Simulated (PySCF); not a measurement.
Breaking a bond: K2, singlet.

Methods: RMP2 = MP2 on RHF/def2-TZVP, 10 core orbitals frozen (PySCF); RHF/def2-TZVP (PySCF); UKS-TPSSh = unrestricted TPSSh/def2-TZVP run with PySCF.

Energies are in mEh, each relative to the lowest point of its own curve near equilibrium.

```csv
R / Å,RMP2,RHF,UKS-TPSSh
3.02,14.4,21.5,18.2
3.18,9.2,15.1,12.3
3.38,4.6,9.0,6.9
3.65,1.1,3.6,2.3
3.75,0.4,2.3,1.3
3.91,0.0,0.9,0.3
4.01,0.0,0.3,0.0
4.14,0.4,0.0,0.0
4.23,0.8,0.0,0.2
4.44,2.3,0.5,1.0
4.60,3.7,1.3,2.0
4.96,7.6,4.1,5.0
5.45,13.4,9.1,9.5
6.07,20.6,16.1,14.2
6.69,26.7,22.8,17.7
7.28,31.2,28.6,20.0
8.04,35.2,35.1,21.7
8.83,37.2,40.7,22.4
9.76,37.3,45.8,22.6
10.87,35.3,50.4,22.6
11.90,32.1,53.5,22.7
```

At the longest distance, 11.90 Å, RHF lies highest above its minimum (53.5 mEh) and UKS-TPSSh lowest (22.7 mEh).

The RMP2 curve passes through a maximum at 9.76 Å and then falls by 5.2 mEh up to the last usable point.

The restricted form behind RMP2, RHF keeps the bonding electrons paired and can't separate into open-shell fragments. The T1 diagnostic of CCSD on the restricted reference of RMP2 exceeds 0.045 at 8.83 to 11.90 Å. The unrestricted determinant behind UKS-TPSSh is spin-contaminated at 5.45 to 11.90 Å (<S²> up to 1.0, against 0.00 for a pure singlet).
